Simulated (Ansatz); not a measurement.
Gas-phase electronic energies from Ansatz, PBE0-D4/def2-TZVP geometries. CCSD(T)/CBS adds triple-zeta CCSD(T) − MP2 to the extrapolated MP2 energy (def2 sets, frozen cores). This one scheme is used for every species. DFT in def2-TZVPP. Each species was taken in one conformer, which may not be the lowest.

Reaction (silylene formation by 1,1-elimination): `O[SiH2]S[SiH2]Cl` → `O[SiH]` + `S[SiH2]Cl`

(1) Is it downhill or uphill in electronic energy at CCSD(T)/CBS, and by how much? (An estimate is asked.)

(2) What do these levels give: r2SCAN-D4, PBE0-D4, ωB97X-V, PBE0, HF/def2-TZVPP, MP2/def2-TZVPP, SCS-MP2/def2-TZVPP, CCSD/def2-TZVPP, MP2/def2-QZVPP, SCS-MP2/def2-QZVPP, MP2/CBS(def2), CCSD/CBS(def2)? (Best estimate.)

Largest T1 diagnostic among the species: 0.016.

Answers

(1) Ansatz gave: Uphill: ΔE = +63.4 kcal/mol.

(2) Ansatz gave: r2SCAN-D4 67.2, PBE0-D4 65.8, ωB97X-V 64.7, PBE0 62.9, HF/def2-TZVPP 58.8, MP2/def2-TZVPP 66.5, SCS-MP2/def2-TZVPP 62.9, CCSD/def2-TZVPP 60.1, MP2/def2-QZVPP 67.8, SCS-MP2/def2-QZVPP 64.3, MP2/CBS(def2) 68.8, CCSD/CBS(def2) 62.4 kcal/mol.

From PBE to PBE0 (25 % exact exchange), in def2-TZVPP and without D4, ΔE moves by +3.8 kcal/mol. In def2-TZVPP, CCSD(T) changes the Hartree–Fock value by +2.2 kcal/mol (the triples alone add +1.0 kcal/mol) and MP2 by +7.6 kcal/mol.
